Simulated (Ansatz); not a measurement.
CH7FOSi2 can be A, `C[SiH2]O[SiH2]F`, or B, `F[SiH2]OC[SiH3]`.

Program: Ansatz. Geometries: PBE0-D4/def2-TZVP. ΔE: electronic, gas phase. CBS: MP2 limit from def2 TZ/QZ plus the TZ coupled-cluster correction, frozen cores. DFT in def2-TZVPP. B3LYP here is the variant with VWN-RPA as its local correlation; programs differ in this. One conformer a species, not always the lowest.

Task: Which is lower in electronic energy at CCSD(T)/CBS, and by how much? (Estimate.)

Result: Ansatz gave: A, by 228.7 kJ/mol.

Task: Give E(B) − E(A) in kJ/mol with CCSD(T)/def2-TZVPP, MP2/def2-TZVPP, B3LYP-D4, CCSD/def2-TZVPP, HF/def2-TZVPP, PBE-D4, ωB97M-V. (Best estimate.)

Result: Ansatz gave: CCSD(T)/def2-TZVPP 224.6, MP2/def2-TZVPP 233.9, B3LYP-D4 221.4, CCSD/def2-TZVPP 226.9, HF/def2-TZVPP 234.3, PBE-D4 209.6, ωB97M-V 224.2. None reverses the order clearly.

Largest T1 diagnostic: 0.012.

From PBE to PBE0 (25 % exact exchange), in def2-TZVPP and without D4, E(B) − E(A) moves by +9.2 kJ/mol.
